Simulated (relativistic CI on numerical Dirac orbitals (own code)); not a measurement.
# Mn9+: q coefficients and field-shift factors

Method of calculation: Dirac-Coulomb-Breit CI, orbitals from a KLI potential per configuration, derivatives by finite differences, unscaled Slater integrals, QED left out (own radial code, finite nucleus).

CI space (outside the closed core [Ne]): 3s²3p⁴, 3s3p⁵, 3p⁶, 3s²3p³3d, 3s3p⁴3d, 3p⁵3d, 3p⁴3d², 3p³3d³. Double excitations out of closed p, d and f shells are left out; levels of such configurations are missing from the list, as are those of other unlisted configurations, and high levels can miss mixing partners.

With x = (α/α₀)² − 1 an excitation energy changes as ω = ω₀ + qx; K = 2q/ω₀ is the relative enhancement. Terms are leading LS components, so labels can repeat. The field-shift factor is F = δν/δ⟨r²⟩ for the transition from the lowest level.

Lowest level 3s²3p⁴ ³P2.

| Level | ω₀ (cm⁻¹) | q (cm⁻¹) | F (GHz/fm²) |
| --- | --- | --- | --- |
| 3s²3p⁴ ³P1 | 9877 | 10940 | -0.0209 |
| 3s²3p⁴ ³P0 | 12147 | 10990 | -0.0254 |
| 3s²3p⁴ ¹D2 | 37102 | 8463 | 0.00607 |
| 3s²3p⁴ ¹S0 | 86546 | 11350 | -0.3 |
| 3s3p⁵ ³P°2 | 266344 | 14180 | -9.15 |
| 3s3p⁵ ³P°1 | 274138 | 21510 | -9.12 |
| 3s3p⁵ ³P°0 | 278850 | 26830 | -9.12 |
| 3s3p⁵ ¹P°1 | 340102 | 17980 | -6.71 |
| 3s²3p³3d ⁵D°0 | 364082 | 10060 | 0.537 |
| 3s²3p³3d ⁵D°1 | 364209 | 10190 | 0.542 |
| 3s²3p³3d ⁵D°2 | 364388 | 10190 | 0.551 |
| 3s²3p³3d ⁵D°3 | 364660 | 10180 | 0.558 |
| 3s²3p³3d ⁵D°4 | 365299 | 10890 | 0.561 |
| 3s²3p³3d ³D°2 | 393825 | 5802 | 0.552 |
| 3s²3p³3d ³D°3 | 395628 | 10390 | 0.561 |
| 3s²3p³3d ³D°1 | 397319 | 12540 | 0.562 |
| 3s²3p³3d ³F°2 | 401961 | 10470 | 0.528 |
| 3s²3p³3d ³F°3 | 404605 | 11990 | 0.527 |
| 3s²3p³3d ³F°4 | 408135 | 14780 | 0.525 |
| 3s²3p³3d ¹S°0 | 411432 | 10970 | 0.586 |
| 3s²3p³3d ³G°3 | 427503 | 9213 | 0.603 |
| 3s²3p³3d ³G°4 | 428677 | 10880 | 0.606 |
| 3s²3p³3d ³G°5 | 430223 | 13110 | 0.608 |

At this charge energies of transitions that change n are usually good to better than 1 %, and those within a shell (Δn = 0) to a few per cent.

Which transition from the lowest level has the largest |K|?

3s²3p⁴ ³P1 at 9877 cm⁻¹, K = 2.22.
